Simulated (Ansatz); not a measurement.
CH₃AlCl₂, relaxed with RKS PBE0-D4/def2-TZVP in Ansatz from a PBE-D4/def2-SVP geometry. The force threshold is 0.005 eV/Å; the program also tests the step.

Total charge 0; spin multiplicity 1. The bonds changed during the relaxation, so this is another structure than the one it started from.

Start:

```xyz
7

Al    0.004   -0.011   -1.114
C    -0.232    0.254    0.849
Cl   -1.316   -0.735    1.808
Cl    1.546   -0.555    0.720
H     0.607    1.212   -1.939
H    -0.597   -1.354   -1.721
H    -0.012    1.188    1.398
```

```json
{"step": "1", "energy (eV)": "-32716.4457", "largest force (eV/Å)": "0.463", "largest move (Å)": "0.000"}
{"step": "2", "energy (eV)": "-32716.4709", "largest force (eV/Å)": "0.373", "largest move (Å)": "0.033"}
{"step": "3", "energy (eV)": "-32716.4806", "largest force (eV/Å)": "0.185", "largest move (Å)": "0.018"}
{"step": "4", "energy (eV)": "-32716.4831", "largest force (eV/Å)": "0.070", "largest move (Å)": "0.009"}
{"step": "5 (rejected)", "energy (eV)": "-32716.4830", "largest force (eV/Å)": "0.113", "largest move (Å)": "0.017"}
{"step": "6", "energy (eV)": "-32716.4840", "largest force (eV/Å)": "0.028", "largest move (Å)": "0.008"}
{"step": "7", "energy (eV)": "-32716.4842", "largest force (eV/Å)": "0.010", "largest move (Å)": "0.011"}
{"step": "8", "energy (eV)": "-32716.4842", "largest force (eV/Å)": "0.006", "largest move (Å)": "0.005"}
{"step": "9", "energy (eV)": "-32716.4842", "largest force (eV/Å)": "0.005", "largest move (Å)": "0.001"}
{"step": "10", "energy (eV)": "-32716.4842", "largest force (eV/Å)": "0.000", "largest move (Å)": "0.000"}
```

End:

```xyz
7

Al   -0.008   -0.006   -1.108
C    -0.205    0.240    0.841
Cl   -1.286   -0.728    1.807
Cl    1.498   -0.551    0.736
H     0.603    1.208   -1.913
H    -0.588   -1.339   -1.717
H    -0.016    1.178    1.355
```

Run time 33 s (2 threads of an Arm Neoverse V2 on a shared host); peak host memory 0.39 GiB.
